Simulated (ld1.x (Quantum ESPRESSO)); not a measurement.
# Which change was made? (Pt, TM)

* Element: platinum
* Generator: ld1.x (Quantum ESPRESSO) 7.5
* Type: norm-conserving Troullier–Martins (Kleinman–Bylander form)
* Functional: PBE
* Relativity: fully relativistic
* Frozen core: [Xe] 4f14
* Valence charge: 10
* Reference configuration: 5d9 6s0 6p0 (charge +1)
* Partial waves: 6p (bound, empty): rc 2.15 bohr; 5d (bound): rc 1.90 bohr; 6s (bound, empty): rc 1.70 bohr
* Local potential: the s channel
* Core correction: none

Open shells are filled in proportion to 2j + 1 (rel_dist='average').

Cutoffs, loose and tight: the cutoffs (Ry, on a coarse ladder) from which the occupation-weighted sum of valence levels, in a spherical-Bessel basis at the reference potential, stays within 10 and 1 mRy of its value at 400 Ry. They do not see the model core or the augmentation charge, which bear on the density cutoff. Test errors are all-electron minus pseudo excitation energies from the reference, over the configurations 5d9 6s1 6p0; 5d8 6s0 6p0; 5d7 6s0 6p0; 5d8 6s1 6p1; 5d9.5 6s0.5 6p0; 5d9 6s0.5 6p0; 5d9 6s0 6p1; variants that change the core or the reference have their own tests. The largest error is taken over the tests solved by every variant that gives reliable tests at all, those not shown here included: 5d7 6s0 6p0; 5d8 6s0 6p0; 5d9 6s0 6p1; 5d9 6s0.5 6p0; 5d9 6s1 6p0; 5d9.5 6s0.5 6p0.

The base gives: outcome: generated; cutoff, loose: 40 Ry; cutoff, tight: 50 Ry; bound ghosts: p1/2, p3/2; largest test error (meV): -196.

After one change the result is: outcome: generated; cutoff, loose: 40 Ry; cutoff, tight: 60 Ry; bound ghosts: p1/2, p3/2, s (extra level of the local part); largest test error (meV): +969. Which change was it?
A. all radii scaled by about 0.80 (s 1.36, p 1.72, d 1.52 bohr)
B. all radii scaled by about 1.25 (s 2.12, p 2.68, d 2.38 bohr)
C. all radii scaled by about 0.87 (s 1.48, p 1.88, d 1.66 bohr)

C. The others give: all radii scaled by about 1.25 (s 2.12, p 2.68, d 2.38 bohr) → outcome: generated; cutoff, loose: 35 Ry; cutoff, tight: 50 Ry; bound ghosts: none; largest test error (meV): -245 | all radii scaled by about 0.80 (s 1.36, p 1.72, d 1.52 bohr) → outcome: generated; cutoff, loose: 40 Ry; cutoff, tight: 70 Ry; bound ghosts: p3/2, p1/2, s (extra level of the local part); largest test error (meV): -160.
